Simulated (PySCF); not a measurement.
Compound: C7H9ClO.
Structure used (GFN2-xTB), in Å, numbered top down from 1:
```xyz
18
C7H9ClO angstrom
C     -2.025    0.891    0.174
C     -1.770   -0.606    0.067
C     -0.473   -1.019    0.778
C      0.733   -0.463    0.106
O      1.171   -1.023   -1.040
C      2.253   -0.339   -1.449
C      2.542    0.671   -0.588
C      1.550    0.590    0.423
Cl     1.410    1.611    1.790
H     -2.134    1.186    1.215
H     -1.198    1.452   -0.255
H     -2.936    1.160   -0.356
H     -2.602   -1.152    0.517
H     -1.707   -0.896   -0.984
H     -0.491   -0.663    1.809
H     -0.398   -2.109    0.781
H      2.727   -0.665   -2.353
H      3.340    1.380   -0.648
```

Definitions: NICS(0) = −σiso at the ring centroid; NICS(1) = −σiso and NICS(1)zz = −σzz at ±1 Å along the ring normal z. Level: GIAO PBE0/pcSseg-1 (PySCF, non-relativistic, gas phase) on the GFN2-xTB geometry, one conformer.

Ring bond lengths (Å), with Mayer bond orders in brackets: C4–O5 1.349 (1.02), O5–C6 1.343 (1.10), C6–C7 1.358 (1.60), C7–C8 1.419 (1.22), C8–C4 1.369 (1.48).

Question: Give the NICS values of each ring in ppm.

Answer: 
| ring | type | NICS(0) | NICS(1), two faces | NICS(1)zz, two faces | rms pucker (Å) | centre to ring atoms, mean (Å) |
| --- | --- | --- | --- | --- | --- | --- |
| C4–O5–C6–C7–C8 | 5-membered ring with O; formal bonds all aromatic | -11.8 | -9.6 / -9.6 | -23.3 / -24.0 | 0.00 | 1.16 |

Question: What can be read from them?

Answer: 
- C4–O5–C6–C7–C8: mean NICS(1)zz -23.6 ppm, shielded, aromatic by this magnetic criterion (flat ring, no four-coordinate atom).

Question: How equal are the bonds by HOMA? Use HOMA with the parameters of Krygowski (1993).

Answer: 
- C4–O5–C6–C7–C8: HOMA 0.47; the largest term is that of C4–O5, α(R − Ropt)² = 1.11.

Question: Give the inner angles of the rings and the Hirshfeld charges of the ring atoms.

Answer: 
- C4–O5–C6–C7–C8: C4 108.8° (+0.060 e), O5 108.0° (-0.055 e), C6 110.9° (+0.006 e), C7 105.1° (-0.098 e), C8 107.2° (-0.030 e); sum 540.0° against 540° for a flat convex ring.

Hardware: one thread, Intel Xeon at 2.50 GHz (x86_64), shared host with 64 logical CPUs at a one-minute load of 56. Cost: 2.5 min wall, 2.0 min CPU (grids of density and orbitals included), 0.92 GiB resident at most. This is the whole shielding run at PBE0/pcSseg-1, SCF included.
